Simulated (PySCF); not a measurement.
SMILES [Zn]([CH3])[OH], singlet (B3LYP/def2-SVP optimised geometry):

```
7

Zn     0.101    -0.030     0.000
C     -1.831     0.125     0.000
H     -2.303    -0.826    -0.295
H     -2.159     0.901    -0.709
H     -2.204     0.395     1.001
O      1.886    -0.030     0.000
H      2.303    -0.901     0.012
```

Method: B3LYP/def2-TZVP (PySCF 2.14.0).

Question: What are the frontier orbital energies and the dipole moment?

Answer: HOMO-2 -8.82 eV, HOMO-1 -7.93 eV, HOMO -7.72 eV, LUMO -0.68 eV, LUMO+1 -0.03 eV; dipole moment 1.87 D.

On the same geometry PBE/def2-TZVP in PySCF 2.14.0 gives HOMO-2 -7.64 eV, HOMO-1 -6.86 eV, HOMO -6.36 eV, LUMO -1.15 eV, LUMO+1 -0.47 eV; dipole moment 1.76 D.

Meta-Löwdin charges at B3LYP/def2-TZVP: Zn1 1.13, C2 -0.79, H3 0.12, H4 0.12, H5 0.12, O6 -1.02, H7 0.33.
